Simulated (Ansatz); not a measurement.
Mulliken charges of CF3NOZr (`O=C=[N][Zr]([F])([F])[F]`) from B3LYP/def2-TZVPP in Ansatz (PBE0-D4/def2-TZVP geometry).

| atom | x (Å) | y (Å) | z (Å) | charge (e) |
| --- | --- | --- | --- | --- |
| O1 | -1.435 | -2.809 | 0.921 | -0.185 |
| C2 | -0.928 | -1.817 | 0.595 | 0.209 |
| N3 | -0.402 | -0.788 | 0.257 | -0.482 |
| Zr4 | 0.482 | 0.945 | -0.310 | 1.592 |
| F5 | 2.360 | 0.713 | -0.365 | -0.378 |
| F6 | -0.136 | 1.445 | -2.027 | -0.378 |
| F7 | 0.059 | 2.312 | 0.929 | -0.378 |

By hand: the dipole of these point charges (1 e Å = 4.8032 D).

Σ q r = (0.170, 0.335, -0.110) e Å, of length 0.391 e Å = 1.88 D.

How does the dipole of the full density compare? (Estimate.)

The calculation gave: (0.038, 0.075, -0.025) e Å, 0.42 D; the point charges give 4.48 times that, at 0° from its direction.

Point charges leave out the atoms' own dipoles, such as those of lone pairs, and Mulliken's split depends on the basis, so the two needn't agree.

B3LYP here is the variant with VWN-RPA as its local correlation; programs differ in this.
